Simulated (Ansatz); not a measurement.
Consider the redistribution: `CNB[SiH2]O` + `O[Si](F)(F)[SiH3]` → `O[SiH2][Si](O)(F)F` + `CNB[SiH3]`.

Gas-phase electronic energies from Ansatz, PBE0-D4/def2-TZVP geometries. CCSD(T)/CBS adds triple-zeta CCSD(T) − MP2 to the extrapolated MP2 energy (def2 sets, frozen cores). This one scheme is used for every species. Each species was taken in one conformer, which may not be the lowest.

```
             species  CCSD(T)/CBS(def2) energy (Eh)
        `CNB[SiH2]O`                     -486.68374
 `O[Si](F)(F)[SiH3]`                     -855.51273
`O[SiH2][Si](O)(F)F`                     -930.73712
         `CNB[SiH3]`                     -411.45901
```

Q: Work out ΔE.

A: ΔE = (-930.73712) + (-411.45901) − (-486.68374) − (-855.51273) = 0.00034 Eh = +0.2 kcal/mol.

Largest T1 diagnostic among the species: 0.014.
